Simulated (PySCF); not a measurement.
Ge(F)(OMe) (CH3FGeO), SMILES C[O][Ge][F] (connectivity only; charge and spin as stated), neutral, multiplicity 1. Atoms are numbered in the order given.

```xyz
7

Ge     0.3326    -0.7036     0.0000
F     -1.4344    -0.6212     0.0000
O      0.6608     1.0355     0.0000
C     -0.2562     2.1020     0.0000
H     -1.2999     1.7497     0.0000
H     -0.0915     2.7304     0.8909
H     -0.0915     2.7304    -0.8909
```

Geometry: PBE0-D3(BJ)/def2-SVP. One conformer was computed; it need not be the lowest.

Calculation: PBE0-D3(BJ)/def2-SVP (PySCF).

Frequencies are harmonic and unscaled.

```
mode  ν (cm⁻¹)  IR (km/mol)  Raman (Å⁴/amu)  depolarisation   moving atoms (share of kinetic energy)
----  --------  -----------  --------------  --------------  ---------------------------------------
1          107          0.1             0.0               –                                   H 95 %
2          175         15.8             0.2            0.75    O 55 %, H 17 %, C 11 %, Ge 9 %, F 8 %
3          194         10.0             1.1            0.53                   F 49 %, C 32 %, H 16 %
4          336         10.4             1.2            0.59  O 39 %, Ge 19 %, F 17 %, C 14 %, H 10 %
5          618         87.4            15.8            0.37                  O 53 %, Ge 22 %, C 14 %
6          663         67.6             4.9            0.33                          F 76 %, Ge 20 %
7         1140        234.2             4.7            0.57                    O 49 %, C 41 %, H 9 %
8         1172          1.8             2.7            0.75                           H 77 %, C 18 %
9         1191         11.9             3.5            0.21                   H 68 %, C 20 %, O 12 %
10        1456         11.7             6.7            0.61                           H 88 %, C 10 %
11        1471          5.3            29.7            0.67                                   H 97 %
12        1479          3.7            17.9            0.75                                   H 96 %
13        3035         67.1           177.3            0.03                                   H 98 %
14        3126         26.6           113.8            0.75                           H 90 %, C 10 %
15        3143         12.3            61.6            0.66                           H 90 %, C 10 %
```
